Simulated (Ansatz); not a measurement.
Species: sum formula CrOF₂, charge 0, multiplicity 3. The spin state was set by rule; other spins were not relaxed. SMILES: [O]=[Cr]([F])[F]
Geometry: optimised at B3LYP-D3(BJ)/def2-TZVP (Ansatz, an electronic-structure program).

Property: vertical electron affinity (to the quartet state of charge -1; a negative value means that the extra electron is unbound and the number depends on the basis; each state is the SCF solution reached for its spin; the UHF <S^2> is 3.86 for the quartet (pure: 3.75) and 2.86 for the triplet (pure: 2.00); for the triplet T1 is 0.089), in eV. Correlated levels leave the core frozen unless marked. UHF or UKS for open shells. Spin-orbit coupling is left out. The frozen core is the preceding noble-gas configuration, with the filled d and f shells of earlier blocks. Non-relativistic. Anions need diffuse functions: def2-D sets add few.  The program attaches cautions to a run behind SCS-MP2/def2-SVPD: large difference.

| level | program | vertical electron affinity (eV) |
|---|---|---|
| SVWN5/def2-TZVPD | Ansatz | 1.70 |
| PBE/def2-TZVPD | Ansatz | 1.48 |
| PBE0/def2-TZVPD | Ansatz | 2.07 |
| CAM-B3LYP/def2-TZVPD | Ansatz | 2.27 |
| wB97X-V/def2-TZVPD | Ansatz | 2.09 |
| SCS-MP2/def2-SVPD | Ansatz | 3.70 |
